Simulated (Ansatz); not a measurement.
Calculated with Ansatz (gas phase, PBE0-D4/def2-TZVP geometries, no zero-point term in ΔE). CCSD(T)/CBS is the MP2 limit (def2-TZVPP, def2-QZVPP) plus CCSD(T) − MP2 in def2-TZVPP, frozen cores. This one scheme is used for every species. DFT in def2-TZVPP. For Ge outer-core shells are correlated without core-valence functions, which leaves a few kJ/mol of doubt a bond. Scalar relativity is left out up to krypton. One conformer a species, not always the lowest.

`Cl[CH2][GeH3]` + `[SiH3]S` → `[SiH3]S[CH2][GeH3]` + HCl  (substitution at a C–Cl bond)

| level | ΔE (kJ/mol) |
| --- | --- |
| LC-ωPBE | -14.6 |
| MP2/def2-TZVPP | -23.3 |

Question: What does CCSD(T)/CBS give? (Best estimate.)

Answer: Ansatz gave: -19.6 kJ/mol. The listed levels differ from it by 5.0, -3.7 kJ/mol.

Question: What do rigid-rotor, harmonic-oscillator terms from PBE0-D4/def2-TZVP frequencies (298.15 K, 1 bar) make of the CCSD(T)/CBS value? (An estimate is asked.)

Answer: Computed: ΔZPE = -3.4 kJ/mol, ΔH = -20.0 kJ/mol, ΔS = -15 J/(mol·K), ΔG = -15.5 kJ/mol. Modes under 50 cm⁻¹ make the entropy rough.

Largest T1 diagnostic among the species: 0.011.

The D4 term adds −8.0 kJ/mol with B3LYP and −4.6 kJ/mol with PBE0; it sums over pairs of atoms, weighted by their polarisabilities, and B3LYP, whose exchange is more repulsive, gets the larger term. From BLYP to BHLYP (50 % exact exchange), in def2-TZVPP and without D4, ΔE moves by −3.0 kJ/mol. Leaving LDA and LC-ωPBE aside and taking each functional with its dispersion term where it has one, the values, not all of them listed here, spread over 6.6 kJ/mol, from revPBE-D4 to B2PLYP. LDA lies −6.0 kJ/mol from PBE without D4.

B3LYP here is the variant with VWN-RPA as its local correlation; programs differ in this.
